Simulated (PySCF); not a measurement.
## Excitation energy of Ge²⁺ by level of theory

Ge²⁺ [Ar] 3d10 4s2 (1S) → Ge²⁺ [Ar] 3d9 4s2 4p1 (high-spin determinant), as a difference of total energies. Calculation: PySCF 2.14, in aug-cc-pVTZ-PP with one added diffuse shell each of s, d, f type with ECP10MDF (7s5p5d3f, 68 functions); a scalar-relativistic core potential. The calculations carry no spin-orbit coupling.

| method | excitation energy (eV) |
| --- | --- |
| UHF | 31.529 |
| LDA | 33.954 |
| PBE | 33.528 |
| PBE0 | 33.229 |
| BHandHLYP | 32.783 |
| wB97X-V | 33.412 |
| r2SCANh | 32.854 |

Q: Estimate what MN15 gives.

A: 36.962 eV, closest to LDA among the rows shown.

Q: Estimate what r2SCAN gives.

A: 32.901 eV, closest to r2SCANh among the rows shown.

The determinant of the upper state mixes LS terms, which raises its energy above the lowest term, most at the Hartree-Fock and MP2 levels.
